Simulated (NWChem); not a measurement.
A calculation on ClZn (+1)

```xyz
2

Zn     0.0000     0.0000    -0.7487
Cl     0.0000     0.0000     1.3212
```
Charge +1, spin multiplicity 1.

The numbers come from NWChem runs, not from measurements. The geometry was optimised at PBE0/def2-SVP, a minimum by its harmonic frequencies.

Symmetry labels belong to the abelian group C2v used in the runs, with the axes of the coordinates shown; states degenerate in a higher group split over its labels.

B3LYP has NWChem's definition, with VWN1-RPA local correlation. The spin multiplicity of the parent species was assumed, not shown to be that of its ground state. The structure started from a generated list of species.

**Question.** List the lowest 6 singlet excitations that TD-B3LYP/def2-SVPD, VWN1-RPA local correlation gives, with oscillator strengths.

**Answer.** 
| state | symmetry | energy (eV) | wavelength (nm) | f |
|---|---|---|---|---|
| 1 | b1 | 2.11 | 586 | 0.004 |
| 2 | b2 | 2.11 | 586 | 0.004 |
| 3 | a1 | 5.03 | 246 | 0.152 |
| 4 | a2 | 6.70 | 185 | 0.000 |
| 5 | a2 | 6.75 | 184 | 0.000 |
| 6 | a1 | 6.75 | 184 | 0.000 |
